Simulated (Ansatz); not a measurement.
Computed with Ansatz on PBE0-D4/def2-TZVP structures; ΔE is electronic, products minus reactants. CCSD(T)/CBS is the MP2 limit (def2-TZVPP, def2-QZVPP) plus CCSD(T) − MP2 in def2-TZVPP, frozen cores. Functionals use def2-TZVPP. B3LYP here is the variant with VWN-RPA as its local correlation; programs differ in this. HSE06 is defined as in plane-wave codes. For Zn outer-core shells are correlated without core-valence functions, which leaves a few kJ/mol of doubt a bond. Scalar relativity is left out up to krypton. Each species was taken in one conformer, which may not be the lowest.

`[CH3][Zn][NH2]` → `C[NH][ZnH]`  (isomerisation)

| level | ΔE (kcal/mol) | difference from CCSD(T)/CBS |
| --- | --- | --- |
| revPBE-D4 | 16.2 | -3.0 |
| BLYP-D4 | 16.6 | -2.6 |
| r2SCANh-D4 | 17.9 | -1.3 |
| PBE-QIDH | 18.1 | -1.1 |
| PBE | 17.8 | -1.4 |
| r2SCAN | 18.0 | -1.2 |
| B3LYP | 17.3 | -1.9 |
| HSE06 | 17.6 | -1.6 |
| LC-ωPBE | 17.5 | -1.7 |
| HF/def2-SVP | 11.2 | -8.0 |
| MP2/def2-SVP | 15.1 | -4.1 |
| CCSD/def2-SVP | 13.3 | -5.9 |
| CCSD(T)/def2-SVP | 13.3 | -5.9 |
| HF/def2-TZVPP | 14.5 | -4.7 |
| CCSD/def2-TZVPP | 17.6 | -1.6 |
| CCSD(T)/def2-TZVPP | 17.9 | -1.3 |
| CCSD(T)/CBS | 19.2 | 0 |

Largest T1 diagnostic among the species: 0.015.

In def2-TZVPP, CCSD(T) changes the Hartree–Fock value by +3.5 kcal/mol (the triples alone add +0.4 kcal/mol) and MP2 by +5.4 kcal/mol. From BLYP to BHLYP (50 % exact exchange), in def2-TZVPP and without D4, ΔE moves by −0.9 kcal/mol.
